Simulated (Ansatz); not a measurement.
C₃HN₃O₃Sn⁺, that is SnH(NCO)3 with one electron fewer. The state is a doublet with charge 1. Geometry r2SCAN-D4/def2-SVP, that of the neutral singlet; atoms count from 1.

Cartesian coordinates in Å:
```
Sn 1.0920 -0.2290 0.5589
H 2.5630 -0.5542 1.3028
N -0.1315 0.7813 1.8023
C -1.2474 1.2485 1.9018
O -2.3042 1.7237 2.0714
N 0.1652 -1.9361 0.0211
C -0.8209 -2.3806 -0.5294
O -1.7442 -2.8823 -1.0464
N 1.3572 0.8882 -1.0973
C 0.7792 1.4067 -2.0300
O 0.2917 1.9338 -2.9553
```

In the def2 sets Sn takes a core potential; there is no spin–orbit coupling.

Estimate the Mulliken populations from the PBE0/def2-TZVP orbitals of Ansatz.


| atom | charge (e) | spin (α − β) |
| --- | --- | --- |
| Sn1 | 1.04 | -0.05 |
| H2 | 0.11 | 0.00 |
| N3 | -0.33 | 0.25 |
| C4 | 0.35 | -0.06 |
| O5 | -0.08 | 0.16 |
| N6 | -0.33 | 0.25 |
| C7 | 0.35 | -0.06 |
| O8 | -0.08 | 0.16 |
| N9 | -0.33 | 0.25 |
| C10 | 0.36 | -0.06 |
| O11 | -0.08 | 0.16 |
Mulliken values depend strongly on the basis.

Where does the spin sit?

Summed by element: Sn -0.05, H 0.00, N 0.75, C -0.17, O 0.47, of 1 unpaired in all. Largest on single atoms: N3 0.25, N9 0.25, N6 0.25.

And the Mayer bond orders between heavy atoms (over 0.3)?

Sn1–N3 0.80 (2.02 Å); Sn1–N6 0.79 (2.02 Å); Sn1–N9 0.79 (2.02 Å); N3–C4 1.91 (1.21 Å); C4–O5 2.14 (1.17 Å); N6–C7 1.91 (1.21 Å); C7–O8 2.14 (1.17 Å); N9–C10 1.91 (1.21 Å); C10–O11 2.14 (1.17 Å).
